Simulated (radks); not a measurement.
Q: Species: Bi3-. Configuration: [Rn]. Method: scalar-relativistic Kohn-Sham, LB94 model potential, spin-polarised, spherical densities, finite nucleus; Fermi nuclear charge, rms radius 5.5211 fm; Watson sphere of charge +3 and radius 5 bohr; computed with a radial shooting solver on a logarithmic mesh with Libxc functionals. Some entries of the table are withheld. Estimate them.

orbital  occ.  eigenvalue (eV)  r(max) (bohr)  <r> (bohr)
1s          2        -90906.94       0.009655     0.01577
2s          2        -16353.60        0.05614     0.06639
2p          6        -14000.84        0.04686     0.06043
3s          2        -3955.538         0.1584         (1)
3p          6        -3282.936         0.1588      0.1734
3d         10        -2604.714         0.1293      0.1571
4s          2        -908.2589         0.3560      0.3775
4p          6        -688.7760         0.3763      0.4029
4d         10        -436.6868         0.3821         (2)
5s          2        -160.1697         0.7664      0.8267
4f         14        -158.8316         0.3419      0.4391
5p          6         -97.6190         0.8572         (3)
5d         10         -28.4874          1.033       1.228
6s          2         -15.4889          1.839       2.181
6p          6          -6.1454          2.588       3.680

A: 
(1) 3s <r> (bohr): 0.1714
(2) 4d <r> (bohr): 0.4225
(3) 5p <r> (bohr): 0.9450
